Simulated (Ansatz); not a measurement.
C6H15BN2 (`CC1=[N+](C)[B-](C)(C)N1C`): the same geometry under several functionals.

```yaml
crystal:
  periodic: [false, false, false]
  atoms:
    - {symbol: C, position_ang: [0.499311, -0.049429, -2.490779]}
    - {symbol: C, position_ang: [0.182715, -0.010875, -1.040654]}
    - {symbol: N, position_ang: [-0.120842, -1.019527, -0.244699]}
    - {symbol: C, position_ang: [0.116756, -2.411552, -0.443993]}
    - {symbol: B, position_ang: [-0.210682, 0.015055, 0.981211]}
    - {symbol: C, position_ang: [-1.689295, 0.228630, 1.551453]}
    - {symbol: C, position_ang: [0.964233, -0.174742, 2.050220]}
    - {symbol: N, position_ang: [0.158668, 1.020034, -0.217963]}
    - {symbol: C, position_ang: [0.050830, 2.413393, -0.498372]}
    - {symbol: H, position_ang: [0.452799, 0.946040, -2.930328]}
    - {symbol: H, position_ang: [-0.200258, -0.699765, -3.018434]}
    - {symbol: H, position_ang: [1.507406, -0.443284, -2.645477]}
    - {symbol: H, position_ang: [0.172315, -2.656430, -1.508604]}
    - {symbol: H, position_ang: [-0.695061, -2.998288, -0.007411]}
    - {symbol: H, position_ang: [1.052607, -2.737115, 0.027658]}
    - {symbol: H, position_ang: [-2.439937, 0.332064, 0.760488]}
    - {symbol: H, position_ang: [-1.745627, 1.124997, 2.179589]}
    - {symbol: H, position_ang: [-1.996225, -0.611143, 2.184075]}
    - {symbol: H, position_ang: [0.788411, -1.056722, 2.676590]}
    - {symbol: H, position_ang: [1.025100, 0.680664, 2.731510]}
    - {symbol: H, position_ang: [1.949259, -0.291961, 1.585475]}
    - {symbol: H, position_ang: [0.720860, 2.983218, 0.150900]}
    - {symbol: H, position_ang: [-0.968728, 2.778301, -0.325499]}
    - {symbol: H, position_ang: [0.320084, 2.637939, -1.533755]}
basis:
  gaussian: {orbitals: def2-TZVPP}
hamiltonian: {xc: lda}
output: {orbitals: {seedname: orbitals}}
```

```sh
$ ansatz run in.yaml --threads 4 --pin off --events-out ev --progress --plain --max-ram 66560MiB --backend cuda --devices 0, --max-vram 37GiB
```

It prints (some lines left out):

```
Functional definition: SPW92
2444 factors; their error is unknown
mean field evaluation 1: about -9999.9131 eV, gradient 1.3e2 eV
mean field evaluation 2: about -9893.3369 eV, gradient 2.2e2 eV
mean field evaluation 4: about -10034.7929 eV, gradient 1.9e1 eV
mean field evaluation 8: about -10035.5325 eV, gradient 5.4e-1 eV
mean field evaluation 16: about -10035.4734 eV, gradient 3.8e-3 eV
mean field -10035.47335729 eV, -368.7968435922 hartree, gradient 7.7e-5 eV, S^2 0.000000; 0 other end points of the search recorded, 0 dependent functions left out
reference -10035.47341477 eV, -368.7968457047 hartree; 35, 35 occupied and 454, 454 virtual orbitals, 2444 factors
Total energy: -10035.47341477 eV, -368.7968457047 hartree
```

It took 4 s on 4 threads of an AMD EPYC 7R13 on a shared host and a share of an NVIDIA H100 80 GB, with 1.1 GiB of host memory at the peak.

The same input with `hamiltonian: {xc: r2scan, dispersion: d4}` and forces (abridged; 6 s):

```
Functional definition: r2SCAN
mean field evaluation 16: about -10122.0564 eV, gradient 1.1e-3 eV
mean field -10122.05636810 eV, -371.9787105516 hartree, gradient 5.3e-5 eV, S^2 0.000000
Total energy: -10122.23335793 eV, -371.9852148077 hartree
Atom 0 force     0.018899    -0.000289    -0.097799 eV/Å
Atom 1 force     0.061282    -0.003646    -0.378139 eV/Å
Atom 2 force    -0.149599    -0.201427     0.146182 eV/Å
Atom 3 force     0.035679    -0.185746    -0.041540 eV/Å
Atom 4 force    -0.038768     0.005614     0.199042 eV/Å
Atom 5 force    -0.024342     0.008480     0.007126 eV/Å
Atom 6 force     0.020184    -0.007894     0.014274 eV/Å
Atom 7 force     0.079043     0.215782     0.188924 eV/Å
Atom 8 force    -0.016442     0.185174    -0.054060 eV/Å
Atom 9 force     0.005105    -0.024688     0.003898 eV/Å
Atom 10 force     0.019742     0.005490    -0.002727 eV/Å
Atom 11 force    -0.011355    -0.001245    -0.020502 eV/Å
Atom 12 force     0.004096     0.000641     0.007214 eV/Å
Atom 13 force     0.008865     0.001606     0.001973 eV/Å
Atom 14 force     0.008785    -0.009302     0.003381 eV/Å
Atom 15 force     0.000549     0.002304     0.009090 eV/Å
Atom 16 force    -0.005924    -0.009132    -0.003144 eV/Å
Atom 17 force    -0.003037     0.011692    -0.003498 eV/Å
Atom 18 force     0.005970     0.008917    -0.001491 eV/Å
Atom 19 force     0.003984    -0.011509    -0.001750 eV/Å
Atom 20 force    -0.003300    -0.001939     0.008108 eV/Å
Atom 21 force    -0.008144    -0.000725     0.000566 eV/Å
Atom 22 force    -0.006584     0.008258     0.002448 eV/Å
Atom 23 force    -0.004688     0.003586     0.012423 eV/Å
Dipole moment:     0.159761    -0.004909    -0.745044 e Å
```

Changing it to `hamiltonian: {xc: {name: r2SCAN0}, dispersion: d4}` (abridged; 3.6 s):

```
Functional definition: r2SCAN0
mean field evaluation 16: about -10121.0951 eV, gradient 1.2e-3 eV
mean field -10121.09509699 eV, -371.9433844897 hartree, gradient 3.9e-5 eV, S^2 0.000000
Total energy: -10121.29644353 eV, -371.9507838388 hartree
```

Changing it to `hamiltonian: {xc: {name: wB97M-V}}` and forces (abridged; 6 s):

```
Functional definition: wB97M-V
mean field evaluation 16: about -10123.1366 eV, gradient 9.4e-4 eV
mean field -10123.13658124 eV, -372.0184076521 hartree, gradient 3.2e-5 eV, S^2 0.000000
Total energy: -10123.13664838 eV, -372.0184101194 hartree
Atom 0 force     0.060640    -0.013952    -0.261787 eV/Å
Atom 1 force    -0.015316     0.003455     0.097407 eV/Å
Atom 2 force    -0.061747     0.144470     0.002919 eV/Å
Atom 3 force     0.076005    -0.375869    -0.049019 eV/Å
Atom 4 force    -0.027658     0.003954     0.148556 eV/Å
Atom 5 force    -0.079696     0.016144     0.043636 eV/Å
Atom 6 force     0.056237    -0.015475     0.068906 eV/Å
Atom 7 force     0.044716    -0.155283     0.017174 eV/Å
Atom 8 force    -0.035649     0.389278    -0.073645 eV/Å
Atom 9 force     0.001572    -0.077111     0.035602 eV/Å
Atom 10 force     0.049754     0.049174     0.051530 eV/Å
Atom 11 force    -0.082959     0.030814     0.027732 eV/Å
Atom 12 force    -0.005892     0.011503     0.067918 eV/Å
Atom 13 force     0.064685     0.046115    -0.043664 eV/Å
Atom 14 force    -0.078220     0.034480    -0.043610 eV/Å
Atom 15 force     0.042393    -0.004050     0.031319 eV/Å
Atom 16 force     0.000009    -0.046004    -0.031426 eV/Å
Atom 17 force     0.014772     0.045621    -0.033872 eV/Å
Atom 18 force     0.011728     0.045409    -0.030425 eV/Å
Atom 19 force    -0.001502    -0.046445    -0.035883 eV/Å
Atom 20 force    -0.049735     0.004587     0.013354 eV/Å
Atom 21 force    -0.052268    -0.047255    -0.060378 eV/Å
Atom 22 force     0.086619    -0.037799    -0.018261 eV/Å
Atom 23 force    -0.018489    -0.005761     0.075918 eV/Å
Dipole moment:     0.169965    -0.006478    -0.797048 e Å
```

With the line `hamiltonian: {xc: {name: wB97X-V}}` (abridged; 4 s):

```
Functional definition: wB97X-V
mean field evaluation 16: about -10125.4126 eV, gradient 9.2e-4 eV
mean field -10125.41264994 eV, -372.1020516341 hartree, gradient 1.7e-5 eV, S^2 0.000000
Total energy: -10125.41264715 eV, -372.1020515317 hartree
```

Changing it to `hamiltonian: {xc: {name: BHLYP}, dispersion: d4}` (abridged; 3.3 s):

```
Functional definition: BHLYP
mean field evaluation 16: about -10121.7815 eV, gradient 2.5e-4 eV
mean field -10121.78146558 eV, -371.9686080701 hartree, gradient 2.6e-5 eV, S^2 0.000000
Total energy: -10122.46596265 eV, -371.9937628737 hartree
```
